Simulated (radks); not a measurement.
Values are calculated unless marked as measured or tabulated.
Ionisation ladder of cerium, from Ce22+ to Ce43+. Each ion is in the ground configuration listed by NIST, and IE = E(next ion) - E(this ion). Level of theory: scalar-relativistic Kohn-Sham, PBEsol, spin-polarised, spherical densities, finite nucleus; open shells are filled with parallel spins first (spin-orbit coupling, left out, can overturn this in heavy ions); Fermi nuclear charge, rms radius 4.8771 fm (a radial shooting solver on a logarithmic mesh with Libxc functionals).

species      configuration  E (hartree)  IE, Delta-SCF (eV)  IE, NIST (eV)       kind  error (eV)
Ce22+                 [Kr]   -8649.1951              757.41            749     theory        +8.4
Ce23+    [Ar] 3d10 4s2 4p5   -8621.3609              793.36            785     theory        +8.4
Ce24+    [Ar] 3d10 4s2 4p4   -8592.2055              828.95            824     theory        +4.9
Ce25+    [Ar] 3d10 4s2 4p3   -8561.7423              875.62            862     theory       +13.6
Ce26+    [Ar] 3d10 4s2 4p2   -8529.5640              913.00            924     theory       -11.0
Ce27+    [Ar] 3d10 4s2 4p1   -8496.0120              949.93            965     theory       -15.1
Ce28+        [Ar] 3d10 4s2   -8461.1026              1065.6           1060     theory        +5.6
Ce29+        [Ar] 3d10 4s1   -8421.9426              1108.1         1103.5  semi-emp.        +4.6
Ce30+            [Ar] 3d10   -8381.2226              1915.6           1908     theory        +7.6
Ce31+             [Ar] 3d9   -8310.8269              2004.7           1994     theory       +10.7
Ce32+             [Ar] 3d8   -8237.1554              2095.0           2087     theory        +8.0
Ce33+             [Ar] 3d7   -8160.1656              2186.3           2185     theory        +1.3
Ce34+             [Ar] 3d6   -8079.8188              2278.6           2280     theory        -1.4
Ce35+             [Ar] 3d5   -7996.0832              2398.9           2378     theory       +20.9
Ce36+             [Ar] 3d4   -7907.9248              2496.1           2500     theory        -3.9
Ce37+             [Ar] 3d3   -7816.1938              2594.4           2600     theory        -5.6
Ce38+             [Ar] 3d2   -7720.8496              2693.7           2706     theory       -12.3
Ce39+             [Ar] 3d1   -7621.8563              2793.8           2806     theory       -12.2
Ce40+                 [Ar]   -7519.1847              3124.0           3087     theory       +37.0
Ce41+         [Ne] 3s2 3p5   -7404.3793              3212.5           3176     theory       +36.5
Ce42+         [Ne] 3s2 3p4   -7286.3220              3299.7           3274     theory       +25.7
Ce43+         [Ne] 3s2 3p3   -7165.0612              3415.3           3366     theory       +49.3

Reference values: NIST Atomic Spectra Database (exp. = measured, semi-emp. = semi-empirical, theory = theoretical value adopted there). The ionisation energy per charge of the ion left behind rises most, in proportion, at Ce30+ ([Ar] 3d10), from 36.935 to 61.792 eV. Open shells are spherical and high-spin; term and fine-structure splittings are not resolved. Spin-orbit splitting is averaged out at the scalar-relativistic level.
